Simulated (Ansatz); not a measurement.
Basis sets compared for SnHMe2(NMe2) (C₄H₁₃NSn). Charge 0, multiplicity 1. Geometry PBE-D4/def2-SVP. Ansatz on 4 threads of Arm Neoverse V2 on a shared host; times are rough, and most runs start from earlier orbitals.

Cartesian coordinates in Å:
```
C 0.7364 -2.3398 -0.1730
C -1.0855 -0.4872 2.2894
C -0.1822 1.2707 -1.9977
C 0.9442 1.7218 0.0886
N -0.1665 1.0659 -0.5661
Sn -0.7593 -0.7887 0.1679
H -2.2225 -1.1298 -0.7021
H 0.3689 -3.3106 0.2136
H 1.6738 -2.0740 0.3527
H 0.9441 -2.4383 -1.2557
H -0.1177 -0.4610 2.8261
H -1.6993 -1.3122 2.6996
H -1.6160 0.4715 2.4445
H -0.2510 2.3600 -2.2376
H -1.0672 0.7826 -2.4577
H 0.7286 0.8899 -2.5353
H 0.8991 1.5774 1.1891
H 1.9586 1.3778 -0.2530
H 0.9135 2.8240 -0.0932
```

In the def2 sets Sn takes a core potential; there is no spin–orbit coupling. Another isomer (singlet) lies 0.19 eV lower at PBE0-D4/def2-TZVP; other spin states weren't run for this one.

Binding counts from free atoms (C triplet, N quartet, Sn triplet, H doublet) in the same basis, without a counterpoise term.

```json
{"level": "PBE-D4/def2-SVP", "functions": "161", "energy (Eh)": "-428.8158", "HOMO (eV)": "-4.28", "LUMO (eV)": "-0.08", "binding per atom (eV)": "3.75", "wall time": "1.9 s"}
{"level": "PBE0-D4/def2-SVP", "functions": "161", "energy (Eh)": "-428.8660", "HOMO (eV)": "-5.60", "LUMO (eV)": "0.88", "binding per atom (eV)": "3.70", "wall time": "2.5 s"}
```

Problem. Estimate the rows for PBE-D4/def2-TZVP (with forces), PBE0-D4/def2-TZVP.

Solution. 
```tsv
level	functions	energy (Eh)	HOMO (eV)	LUMO (eV)	binding per atom (eV)	wall time
PBE-D4/def2-TZVP (with forces)	283	-429.0682	-4.46	-0.47	3.73	4.1 s
PBE0-D4/def2-TZVP	283	-429.1106	-5.73	0.41	3.69	5.5 s
```
